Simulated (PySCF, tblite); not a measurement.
Isomers of C7H10N (doublet state), one GFN2-xTB conformer each. Single-point energies are computed at B3LYP/pcH-1 (PySCF, gas phase, no added dispersion term), electronic only. GFN2-xTB treats the open shell by occupation alone, and not every SCF solution was tested for stability.

```csv
SMILES,GFN2-xTB relative energy (kcal/mol)
NC[C@H]1[CH][C@@H]2C=C[C@@H]21,36.8
C=C(C)C1=NC[CH]C1,0.0
```

Conformers: `[NH2:1][CH2:2][C@H:3]1[CH:4][C@@H:5]2[CH:6]=[CH:7][C@H:8]12` (doublet state) with H–N1–C2–C3 -61° and 58°, N1–C2–C3–C4 75°; `[CH2:1]=[C:2]([CH3:3])[C:4]1=[N:5][CH2:6][CH:7][CH2:8]1` (doublet state) with C1–C2–C4–N5 180°.

Q: What does B3LYP/pcH-1 give for the same structures?

A: 
| SMILES | B3LYP/pcH-1 E (Eh) | B3LYP/pcH-1 (kcal/mol) | GFN2-xTB (kcal/mol) | point group |
| --- | --- | --- | --- | --- |
| C=C(C)C1=NC[CH]C1 | -327.45681 | 0.0 | 0.0 | Cs |
| NC[C@H]1[CH][C@@H]2C=C[C@@H]21 | -327.37755 | 49.7 | 36.8 | C1 |

Both levels put the same isomer lowest. As drawn, the higher has a four-membered ring and an N–H bond, which the lower lacks.

Q: What happens when harmonic zero-point energies from GFN2-xTB frequencies are added?

A: 
```
                        SMILES  ZPE (kcal/mol)  electronic (kcal/mol)  with ZPE (kcal/mol)
             C=C(C)C1=NC[CH]C1            92.3                    0.0                  0.0
NC[C@H]1[CH][C@@H]2C=C[C@@H]21            93.9                   49.7                 51.4
```

The zero-point energies span 1.6 kcal/mol. The order is unchanged.
